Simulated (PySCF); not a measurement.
PySCF job for MoO2F, SMILES [O]=[Mo](=[O])[F] (connectivity only; charge and spin as stated), neutral, multiplicity 2, B3LYP-D3(BJ)/def2-TZVP. Coordinates come from a B3LYP-D3(BJ)/def2-TZVP optimisation. The geometry has at least one imaginary mode, so it is a saddle point at that level. The multiplicity is an assumed one; other spin states were not compared. The def2 effective core potentials stand for the cores of Mo; spin–orbit coupling is left out.

```python
import numpy as np
from pyscf import gto, scf, dft, df
from pyscf.hessian import thermo

mol = gto.M(
    atom='''
    Mo    0.00000000    0.00000000   -0.02674852
    O     0.00000000    1.40232509   -0.97004972
    O     0.00000000   -1.40232509   -0.97004972
    F     0.00000000   -0.00000000    1.84935926
    ''',
    basis='def2-TZVP',
    ecp={'Mo': 'def2-tzvp'},
    charge=0,
    spin=1,
    max_memory=1600,
    verbose=3,
)
mf = dft.UKS(mol, xc='b3lyp').density_fit(auxbasis='def2-universal-jkfit')
mf.disp = 'd3bj'
mf.grids.level = 3
mf.conv_tol = 1e-11
mf.max_cycle = 100
mf.kernel()
fine, coarse = mf.grids, dft.Grids(mol).set(level=1).build(with_non0tab=True)
for _ in range(3):  # follow internal instabilities
    mf.grids = coarse
    mo, _, stable, _ = mf.stability(return_status=True, nroots=4)
    mf.grids = fine
    if stable:
        break
    mf.kernel(mf.make_rdm1(mo, mf.mo_occ))

# [left out here: the lines that compute and print the analytic Hessian (its translational invariance restored by hand, since the grid's response is missing), thermochemistry and intensities]
```

Output:

```

WARN: HOMO -0.401396635419735 >= LUMO -0.40139663541974

converged SCF energy = -318.743373877126  <S^2> = 0.75648792  2S+1 = 2.0064774
<class 'pyscf.df.df_jk.DFUKS'> wavefunction is stable in the internal stability analysis

WARN: DFTD3 does not support analytical Hessian, using finite difference


WARN: Mole.unit (angstrom) is changed to Bohr

Mode                                 0                   1                   2
Irrep
Freq [cm^-1]                     -108.0176            206.2285            332.0428
Reduced mass [au]                  23.4887             19.9146             17.2952
Force const [Dyne/A]               -0.1615              0.4990              1.1235
Char temp [K]                    -155.4133            296.7168            477.7357
Normal mode                   x     y     z       x     y     z       x     y     z
       0  Mo                 0.06 -0.00 -0.00    0.00  0.04  0.00    0.00 -0.00  0.03
       1   O                -0.12  0.00  0.00   -0.00 -0.03 -0.11   -0.00 -0.11 -0.12
       2   O                -0.12 -0.00  0.00   -0.00 -0.03  0.11   -0.00  0.11 -0.12
       3   F                -0.10  0.00 -0.00   -0.00 -0.16  0.00   -0.00  0.00  0.06
Mode                                 3                   4                   5
Irrep
Freq [cm^-1]                      678.5664            993.9953           1036.7741
Reduced mass [au]                  21.6583             19.1639             17.5890
Force const [Dyne/A]                5.8757             11.1559             11.1393
Char temp [K]                     976.3060           1430.1379           1491.6872
Normal mode                   x     y     z       x     y     z       x     y     z
       0  Mo                 0.00  0.00 -0.04   -0.00  0.05  0.00   -0.00 -0.00  0.03
       1   O                -0.00  0.03  0.00    0.00 -0.13  0.09    0.00  0.13 -0.10
       2   O                -0.00 -0.03  0.00    0.00 -0.13 -0.09    0.00 -0.13 -0.10
       3   F                -0.00 -0.00  0.21    0.00 -0.01 -0.00    0.00 -0.00 -0.00
temperature 298.1500 [K]
pressure 101325.00 [Pa]
Rotational constants [GHz] 8.03151 5.31196 3.19730
Symmetry number 2
Zero-point energy (ZPE) 0.00740 [Eh]   19425.004 [J/mol]
                           tot       elec      trans        rot        vib
Entropy [J/mol/K]       292.757      5.763    170.980     99.964     16.049
Cv [J/mol/K]             46.013      0.000     12.472     12.472     21.070
Cp [J/mol/K]             54.328      0.000     20.786     12.472     21.070
Internal energy [J/mol]                      3718.434   3718.434  22375.694
Internal energy [Eh]   -318.73202  -318.74337
Enthalpy [J/mol]                             6197.391   3718.434  22375.694
Enthalpy [Eh]          -318.73107
Gibbs free energy [J/mol]                  -44780.416 -26085.709  17590.552
Gibbs free energy [Eh] -318.76432
mode   freq/cm-1   IR/(km/mol)
   1     -108.02        35.054
   2      206.23         9.247
   3      332.04         0.477
   4      678.57       117.606
   5      994.00       241.632
   6     1036.77        74.278
max |gradient| / (hartree/bohr): 0.00014294446619554695
APT charges: [ 1.9784 -0.6702 -0.6702 -0.638 ]
```

The run converged. The end point has an imaginary mode, so it is no minimum.
